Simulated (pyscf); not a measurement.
H₂N–TiH(NH₂)–Cl, singlet

Gas-phase minimum from PySCF at ωB97X-D3(BJ)/def2-SVP, one conformer. 

```xyz
9

N     -1.9968    -0.5203    -2.1967
Ti    -0.5001    -1.0525    -1.2652
N     -0.4339    -0.3496     0.4357
Cl     0.0239    -3.1884    -1.4375
H     -2.3674    -1.0157    -3.0067
H     -2.5369     0.3267    -2.0278
H      0.7184    -0.2070    -2.0430
H     -0.9035     0.4958     0.7557
H      0.1388    -0.7364     1.1849
```
Charge 0, spin multiplicity 1.

Bond lengths (Å): N1–Ti2 1.842, N1–H5 1.019, N1–H6 1.019, Ti2–N3 1.842, Ti2–Cl4 2.206, Ti2–H7 1.675, N3–H8 1.019, N3–H9 1.019. Angles (°): Ti2–N1–H5 123.9, Ti2–N1–H6 126.0, H5–N1–H6 110.1, N1–Ti2–N3 112.7, N1–Ti2–Cl4 115.7, N1–Ti2–H7 102.2, N3–Ti2–Cl4 115.7, N3–Ti2–H7 102.1, Cl4–Ti2–H7 106.2, Ti2–N3–H8 126.2, Ti2–N3–H9 123.7, H8–N3–H9 110.1.

Properties at ωB97X-D3(BJ)/def2-SVP:

```
Item                                                                                                                                                                                                                               Result
---------------------------------------------------------------------------------------------------------------------  ------------------------------------------------------------------------------------------------------------------
Harmonic wavenumbers, unscaled                                                                                         82, 125, 149, 173, 257, 408, 422, 431, 466, 510, 607, 623, 762, 808, 1491, 1499, 1781, 3568, 3572, 3670, 3671 cm⁻¹
Zero-point energy                                                                                                                                                                                                           35.8 kcal/mol
Rotational symmetry number                                                                                                                                                                                                              1
Entropy of this conformer at 298 K and 1 atm, rigid rotor and harmonic oscillator, modes under 100 cm⁻¹ raised to 100                                                                                                     358.2 J/(mol K)
Dipole moment                                                                                                                                                                                                                      3.69 D
```

Single-point totals, which compare only within one level:

| level | total energy (hartree) |
|---|---|
| ωB97X-D3(BJ)/def2-TZVP | -1422.38047 |
| PBE/def2-TZVP | -1421.82561 |
| r²SCAN/def2-TZVP | -1422.24668 |
| B3LYP-D3(BJ)/def2-TZVP | -1422.41218 |
| PBE0-D3(BJ)/def2-TZVP | -1421.87710 |
| M06-2X/def2-TZVP | -1422.23841 |
| ωB97M-D3(BJ)/def2-TZVP | -1422.46053 |

Soft torsions are taken as harmonic, which can shift the entropy by several J/(mol K).
